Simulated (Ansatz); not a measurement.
The cluster Ir₃⁺. Charge 1, multiplicity 1. Geometry PBE0-D4/def2-TZVP, that of the neutral doublet.

```csv
atom,x (Å),y (Å),z (Å)
Ir1,0.371,0.854,-0.994
Ir2,0.951,-0.648,0.728
Ir3,-1.322,-0.205,0.266
```

In the def2 sets Ir takes a core potential; there is no spin–orbit coupling. A triplet lies near this restricted singlet, and broken spin symmetry wasn't tried. At PBE-D4/def2-TZVP, r2SCAN-D4/def2-TZVP an occupied level of the charge 1 singlet lies above an empty one (by up to 0.30 eV), so this SCF solution is probably not the lowest. At PBE0-D4/def2-TZVP a triplet of charge 1 lies 1.49 eV below the restricted singlet at the same geometry. That triplet is doubtful there (⟨S²⟩ 3.09, where a pure state has 2.00). The structure comes from a short search, and lower isomers may exist.

Task: Estimate the orbital energies around the gap (eV) in Ansatz with PBE-D4/def2-TZVP, r2SCAN-D4/def2-TZVP, PBE0-D4/def2-TZVP.

Result: 
```tsv
orbital	PBE-D4/def2-TZVP	r2SCAN-D4/def2-TZVP	PBE0-D4/def2-TZVP
HOMO−5	-11.81	-12.05	-12.94
HOMO−4	-10.79	-10.99	-12.09
HOMO−3	-10.78	-10.96	-11.98
HOMO−2	-10.61	-10.81	-11.83
HOMO−1	-10.43	-10.61	-11.52
HOMO	-10.21	-10.23	-11.02
LUMO	-10.51	-10.44	-9.49
LUMO+1	-10.29	-10.24	-9.32
LUMO+2	-9.41	-9.20	-8.36
LUMO+3	-8.85	-8.55	-7.96
LUMO+4	-8.70	-8.39	-7.49
LUMO+5	-6.16	-5.89	-5.43
```
